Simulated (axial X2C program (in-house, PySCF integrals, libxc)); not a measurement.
What spin–orbit coupling does to CoP⁺

Calculated with an in-house relativistic program for diatomic molecules. Spin-free means the one-electron spin-free X2C Hamiltonian; two-component (2c) means X2C with spin–orbit coupling and atomic mean-field two-electron Coulomb and Gaunt terms, so the difference of the two also holds small scalar two-electron terms. Basis: Co dyall-cv3z [9s10p6d3f2g], P dyall-v3z [8s7p2d1f] (cores contracted in-house); Gaussian nuclei, density fitting, unrestricted open shells. Masses: Co 58.933 u, P 30.974 u.

Spin-free state: M_S = 1/2, Λ = 2 (beyond evenly filled blocks: δ+α, δ+β, δ-α); fragments Co+ + P.

```csv
level,Re (Å),ωe (cm⁻¹),De (eV),μ (D)
PBE0,2.127,379.3,2.138,-1.82
M06,2.082,417.5,2.418,-1.09
```

Dipoles are positive if P is the positive end and refer to the centre of mass.

Task: Within this multiplet, which Ω should lie lowest by the rule for regular and inverted multiplets?

Result: The open δ shell holds three electrons, one hole, so the multiplet is inverted: Ω = Λ + 1/2 = 5/2. The PBE0 2c search agrees.

Two-component determinant lowest at the distance of the search:

Ω = 5/2 (⟨Sz⟩ = 0.50, ⟨Lz⟩ = 2.00 at PBE0); fragments Co+ + P.

| level | Re (Å) | ωe (cm⁻¹) | De (eV) | μ (D) |
| --- | --- | --- | --- | --- |
| PBE0 | 2.127 | 379.0 | n/a | -1.82 |
| M06 | 2.083 | 417.1 | 2.388 | -1.09 |

Task: From the two tables, how do the constants change at the PBE0 level (2c against spin-free)?

Result: At the PBE0 level Re is unchanged within 0.001 Å and ωe goes down by 0.3 cm⁻¹.

One determinant describes the state; a PBE0 search over occupations chose it and may have missed a lower one. Dissociation energies refer to the lowest single-determinant-based atoms at the same level and basis. De is not given where an atomic determinant may have missed its ground term or J level, or where the truncated virtual space spoils (T). Density functionals use the spin component along the axis (collinear). PBE0 can misorder states that lie within some tenths of an eV, so this need not be the ground state of the molecule. The nearest other spin-free determinant of the search, M_S = 1/2, Λ = 3, lies 0.20 eV up at the distance of the search. The functionals have no current-density term, which raises determinants with orbital currents, atoms included. The determinant is spin-polarised beyond a pure state at some levels (its spin-free form has ⟨S²⟩ too high), which makes Re and μ there less reliable.
